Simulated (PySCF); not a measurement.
BH₅IN.
Bonds: N1–B2, B2–I3. Hydrogens: H4, H5, H6 on N1; H7, H8 on B2.

Computed by this run: PBE0-D3(BJ)/def2-SVP geometry optimisation, gas phase, def2 core potentials past Kr (PySCF 2.14.0); density fitting, grid level 1; the optimiser is geomeTRIC in internal coordinates, started from a GFN2-xTB structure with every atom displaced at random (about 0.01 Å).

Step 0: E = -10346.0551 eV
```
atom  x, y, z in Å  |  force x, y, z in eV/Å
N1     -0.8070    0.1879    0.0228   -0.161   0.689  -1.160
B2      0.6676   -0.4353   -0.1021   -0.311   0.300  -0.067
I3      1.9880    1.2289    0.4871    0.357   0.376   0.160
H4     -0.9515    0.5331    0.9673   -0.232  -0.019   0.288
H5     -1.5300   -0.4931   -0.2435    0.111   0.136   0.250
H6     -0.9050    1.0159   -0.6122    0.115  -0.775   0.611
H7      0.7410   -1.3280    0.6691    0.059  -0.563   0.524
H8      0.8524   -0.7259   -1.2383    0.062  -0.143  -0.607
```

Step 1: E = -10346.0892 eV
```
atom  x, y, z in Å  |  force x, y, z in eV/Å
N1     -0.8088    0.2111    0.0112    0.040   0.131   0.194
B2      0.6658   -0.4132   -0.1147    0.085  -0.113   0.026
I3      2.0590    1.1930    0.5856    0.003   0.077  -0.001
H4     -0.9632    0.6327    0.9372    0.061  -0.065  -0.261
H5     -1.4865   -0.5362   -0.1168   -0.248  -0.158  -0.037
H6     -0.9826    0.9210   -0.7034    0.043   0.091   0.099
H7      0.7170   -1.3658    0.6378    0.007   0.047  -0.005
H8      0.8548   -0.6591   -1.2865    0.009  -0.011  -0.015
```

Step 2: E = -10346.0973 eV
```
atom  x, y, z in Å  |  force x, y, z in eV/Å
N1     -0.8095    0.2064    0.0107   -0.054  -0.111  -0.020
B2      0.6681   -0.4218   -0.1147    0.029  -0.047  -0.014
I3      2.0470    1.2081    0.5790   -0.023   0.027  -0.014
H4     -0.9549    0.6239    0.9332    0.014   0.002   0.007
H5     -1.5092   -0.5285   -0.1246   -0.014   0.045  -0.017
H6     -0.9695    0.9341   -0.6885    0.031   0.054   0.031
H7      0.7229   -1.3692    0.6415    0.012   0.033   0.018
H8      0.8605   -0.6694   -1.2864    0.005  -0.003   0.008
```

Step 3: E = -10346.1015 eV
```
atom  x, y, z in Å  |  force x, y, z in eV/Å
N1     -0.8094    0.1999    0.0099   -0.049  -0.100  -0.081
B2      0.6690   -0.4334   -0.1151   -0.029   0.004  -0.035
I3      2.0224    1.2262    0.5641    0.007   0.011  -0.008
H4     -0.9452    0.6069    0.9365   -0.015   0.005   0.102
H5     -1.5311   -0.5122   -0.1413    0.062   0.064  -0.018
H6     -0.9471    0.9520   -0.6686    0.017   0.010  -0.003
H7      0.7304   -1.3716    0.6500    0.013   0.015   0.029
H8      0.8662   -0.6842   -1.2853   -0.005  -0.008   0.014
```

**Question.** Estimate the geometry and energy of step 4. (The exact step hangs on the optimiser's Hessian estimate; all steps are aligned on step 3, rigid shifts and turns removed.)

**Answer.** E = -10346.1033 eV, largest force 0.064 eV/Å
```
atom  x, y, z in Å  |  force x, y, z in eV/Å
N1     -0.8102    0.1961    0.0094   -0.002  -0.012  -0.026
B2      0.6681   -0.4389   -0.1147   -0.034   0.027  -0.024
I3      2.0136    1.2377    0.5493    0.001  -0.013  -0.010
H4     -0.9454    0.5888    0.9435   -0.024  -0.018   0.056
H5     -1.5407   -0.5015   -0.1606    0.052   0.024  -0.020
H6     -0.9314    0.9653   -0.6533    0.003  -0.005  -0.008
H7      0.7348   -1.3688    0.6595    0.013   0.009   0.025
H8      0.8665   -0.6952   -1.2829   -0.007  -0.013   0.007
```

The energy changes by -0.0018 eV. The first-order estimate −F·Δx gives -0.0025 eV and the mean of the old and new forces, exact on a quadratic surface, -0.0018 eV. The step makes an angle of 75° with the force vector and moves no atom by more than 0.026 Å.

What follows is the cost of the whole optimisation. The run took 24 s of wall time on an Arm Neoverse V1 with one thread, no GPU, shared host with 32 logical CPUs at a one-minute load of 18, and the process peaked at 0.35 GiB of memory.
